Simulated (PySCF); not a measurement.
SeF3, SMILES F[Se](F)F, multiplicity 2.

Coordinates come from a B3LYP-D3(BJ)/def2-SVP optimisation. The spin state was assumed, not searched. The isomer is the one that the SMILES or the coordinates give; other isomers of the formula were not compared.

Two levels are set side by side: PBE/def2-TZVPD (PySCF) and B3LYP/def2-TZVPD (PySCF). Same geometry, gas phase. Differences are taken from unrounded values.

| quantity | B3LYP |
|---|---|
| α-spin orbital gap (eV) | 5.56 |
| β-spin orbital gap (eV) | 4.64 |
| dipole moment (D) | 1.53 |
| mean polarisability (bohr³) | 33.4 |

**Question.** What does PBE give, and how far is it from B3LYP? (Estimate from the structure and the level; the computed values follow.)

**Answer.** 
```
quantity                      PBE  PBE minus B3LYP
---------------------------  ----  ---------------
α-spin orbital gap (eV)      3.55            -2.01
β-spin orbital gap (eV)      2.88            -1.76
dipole moment (D)            1.35            -0.17
mean polarisability (bohr³)  35.1              1.6
```

PBE's more diffuse valence density responds more strongly to a field. Differences between two approximate levels are no errors against the true value.

Rough cost on one machine, each run with all the roots and properties that it gave: B3LYP against PBE within a factor of 2.
